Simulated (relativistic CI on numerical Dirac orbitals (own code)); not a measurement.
**The spin-orbit constant of Fe5+ from its measured fine structure**

Problem. The ground term ⁴F of Fe5+ (3s²3p⁶3d³) has the measured levels J = 3/2: 0.0, J = 5/2: 511.3, J = 7/2: 1188.3, J = 9/2: 2000.6 cm⁻¹ (Corliss and Sugar, J. Phys. Chem. Ref. Data 11, 135 (1982)). Test the interval rule and estimate ζ(3d).

Working.
1. In LS coupling E(J) − E(J − 1) = AJ. The intervals give A = 204.5 (J = 5/2), 193.4 (J = 7/2), 180.5 (J = 9/2) cm⁻¹.
2. These values spread by 13 % of their mean, from second-order spin-orbit mixing with other terms and from spin-spin terms.
3. The whole width divided by the sum of the upper J values gives a mean A = 190.5 cm⁻¹.
4. For the Hund term of a shell that is less than half full, A = +ζ/2S with 2S = 3, so ζ = 572 cm⁻¹.

Check. The value calculated from Dirac-Coulomb-Breit radial functions of this configuration is ζ = 577 cm⁻¹, 1 % above the estimate from measurement. The same recipe applied to the calculated levels returns 555 cm⁻¹, which shows the bias of the recipe itself. Where the interval rule fails, the estimate is only rough.
